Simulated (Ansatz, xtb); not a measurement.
# A geometry optimisation of CH6InSi with r2SCAN-D4/def2-SVP

The starting geometry of this gas-phase doublet has its atoms placed at random.

```yaml
atoms:
  - { symbol: C, position_ang: [0.0757, 0.5905, 0.6646] }
  - { symbol: In, position_ang: [-1.6507, -0.1616, 0.1535] }
  - { symbol: Si, position_ang: [1.4266, -0.8276, -0.3527] }
  - { symbol: H, position_ang: [2.1253, 0.5477, -0.1999] }
  - { symbol: H, position_ang: [1.0813, 0.4660, 0.1627] }
  - { symbol: H, position_ang: [-0.6919, -0.8391, -1.8529] }
  - { symbol: H, position_ang: [-0.1800, -1.0594, -0.9560] }
  - { symbol: H, position_ang: [-0.1662, 0.6333, 1.7012] }
  - { symbol: H, position_ang: [0.2825, 1.1345, -0.7707] }
```

Problem. One run relaxed it with r2SCAN-D4/def2-SVP. What is a likely outcome?

Solution. It loosens into CH4InSi + H2, which stay close as a complex. Contacts that open: C1–In2 (1.95 → 4.13 Å), In2–H7 (2.05 → 2.82 Å), Si3–H5 (1.43 → 2.52 Å), Si3–H7 (1.73 → 3.05 Å). Contacts that close: C1–Si3 (2.21 → 1.90 Å), C1–H9 (1.55 → 1.10 Å), In2–Si3 (3.19 → 2.71 Å), H6–H7 (1.06 → 0.76 Å).

The energy falls by 9.50 eV over 47 steps:

```
step  E − E(last) (eV)
   1             9.502
   6             2.181
  11             0.413
  16             0.082
  21             0.050
  27             0.046
  32             0.041
  37             0.007
  42             0.000
  47             0.000
```

Final geometry (Å):

```xyz
9

C     0.8298    1.2675    1.1704
In   -1.7312   -1.7034   -0.1073
Si    0.3059    0.0746   -0.2189
H     1.2704    0.3364   -1.3559
H     1.8730    1.0765    1.4753
H    -0.8622   -2.2972   -2.7337
H    -0.3509   -1.7543   -2.5679
H     0.1913    1.1696    2.0620
H     0.7763    2.3144    0.8257
```

From the same start GFN2-xTB ends elsewhere, differing in In2–H6 (2.07 against 2.83 Å here), Si3–H7 (1.48 against 3.05 Å here), H6–H7 (4.84 against 0.76 Å here).

From so rough a start the end depends on the optimiser's path, so another program may land elsewhere. No frequencies were run, so the end isn't proven a minimum. Open shells are spin-unrestricted. Atoms past krypton carry core potentials, without spin–orbit terms. Run with Ansatz 0.2.0, 2.1 min on 2 threads of Intel(R) Xeon(R) 6975P-C (Granite Rapids) (shared host).
